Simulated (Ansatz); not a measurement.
```yaml
atoms:
  - { symbol: C, position_ang: [1.3617, -0.0096, -0.0230] }
  - { symbol: C, position_ang: [0.6864, 1.1990, -0.0439] }
  - { symbol: C, position_ang: [-0.7222, 1.2486, 0.0331] }
  - { symbol: C, position_ang: [-1.4084, 0.0043, 0.0497] }
  - { symbol: C, position_ang: [-0.7507, -1.2043, 0.0051] }
  - { symbol: C, position_ang: [0.7502, -1.2220, 0.0140] }
  - { symbol: C, position_ang: [2.8173, 0.0065, 0.0490] }
  - { symbol: H, position_ang: [1.2849, 2.1938, 0.0030] }
  - { symbol: H, position_ang: [-1.2738, 2.1885, -0.0322] }
  - { symbol: H, position_ang: [-2.4481, -0.0091, -0.0149] }
  - { symbol: H, position_ang: [-1.2592, -2.1939, -0.0355] }
  - { symbol: H, position_ang: [1.2080, -2.1536, -0.0299] }
  - { symbol: H, position_ang: [3.3870, -0.9680, -0.0335] }
  - { symbol: H, position_ang: [3.3748, 0.9835, -0.0081] }
```

Basis set: 6-31G* (spherical functions). Frozen core: 7 orbitals. Charge 0, multiplicity 2.

Computed with Ansatz (development build ahead of 0.2.0); each method stands on the lowest determinant of its kind that the runs found.

Question: Give the atomization energy at this shape (free ground-state atoms in the same class of orbitals less the molecule, no zero-point energy) of doublet C7H7 by UHF-MP2, UHF.

Answer:

```
 method  atomization energy
UHF-MP2       6040.7 kJ/mol
    UHF       4873.3 kJ/mol
```

Caution: the shape is not the minimum; the unrestricted determinant is spin contaminated.
